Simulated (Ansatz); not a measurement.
Species: C$_{4}$H$_{4}$N, net charge -1, singlet state. It need not be the lowest isomer of its formula. Whether it binds its extra electron was not tested at this geometry. 
Geometry from a B3LYP-D3(BJ)/def2-TZVP (Ansatz, a quantum-chemistry and plane-wave program) optimisation:
```
C
C 1 1.3651
H 2 1.0824 1 121.06
H 2 1.0856 3 117.13 1 -180.00
H 1 1.0909 2 116.04 3 0.00
C 1 1.4126 5 114.30 2 -180.00
H 6 1.0851 1 119.92 5 -180.00
C 6 1.3900 7 116.98 1 -180.00
N 8 1.1719 7 152.01 6 180.00
```
Charge -1, spin multiplicity 1.

Total electronic energies in hartree. Correlated levels leave the core frozen unless marked. No spin-orbit coupling. Non-relativistic. Basis-set limits of correlation are two-point, X^-3; Hartree-Fock from the larger set. The bracket is a focal-point correction in the basis named.

```tsv
level	program	energy (Eh)
HF/aug-cc-pVQZ	Ansatz	-208.29968
HF/cc-pVQZ	Ansatz	-208.29691
PBE0-D4/def2-TZVP	Ansatz + dftd4	-209.39562
B2PLYP-D3(BJ)/def2-TZVPD	Ansatz + dftd3	-209.47429
B2PLYP/def2-TZVPD	Ansatz	-209.46940
RI-MP2/aug-cc-pVQZ	Ansatz	-209.20327
SCS-MP2/STO-3G	Ansatz	-205.77502
SCS-MP2/6-31G*	Ansatz	-208.84516
RI-MP2/CBS(aug-cc-pVTZ,aug-cc-pVQZ)+[CCSD(T)-MP2]/aug-cc-pVTZ	Ansatz	-209.2992
```

Totals of different functionals don't rank their quality; only differences between species are comparable.
